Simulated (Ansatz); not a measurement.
`C[CH](F)[AlH2]` and `CC[CH](F)[AlH2]` differ in one atom or group.

Ansatz, PBE0-D4/def2-TZVP geometries, multiplicity 1. Each molecule was computed in one conformer, which needn't be the lowest.

| property | `C[CH](F)[AlH2]` |
| --- | --- |
| size of the dipole moment (ωB97M-V/def2-TZVPP) / D | 1.63 |
| size of the dipole moment (B3LYP/def2-TZVPP) / D | 1.64 |
| LUMO energy (ωB97M-V/def2-TZVPP) / eV | -0.04 |
| HOMO–LUMO gap (PBE0/def2-TZVPP) / eV | 5.86 |
| HOMO energy (PBE0/def2-TZVPP) / eV | -7.47 |
| LUMO energy (PBE/def2-TZVPP) / eV | -2.38 |

Task: Give the same properties after the change, and the shifts. (Best estimate.)

Result: Ansatz gave: 
| property | `CC[CH](F)[AlH2]` | shift |
| --- | --- | --- |
| size of the dipole moment (ωB97M-V/def2-TZVPP) / D | 1.57 | -0.06 |
| size of the dipole moment (B3LYP/def2-TZVPP) / D | 1.58 | -0.06 |
| LUMO energy (ωB97M-V/def2-TZVPP) / eV | -0.02 | 0.02 |
| HOMO–LUMO gap (PBE0/def2-TZVPP) / eV | 5.85 | -0.01 |
| HOMO energy (PBE0/def2-TZVPP) / eV | -7.44 | 0.03 |
| LUMO energy (PBE/def2-TZVPP) / eV | -2.36 | 0.02 |

Dipoles are sizes alone; their direction can turn.

B3LYP here is the variant with VWN-RPA as its local correlation; programs differ in this.
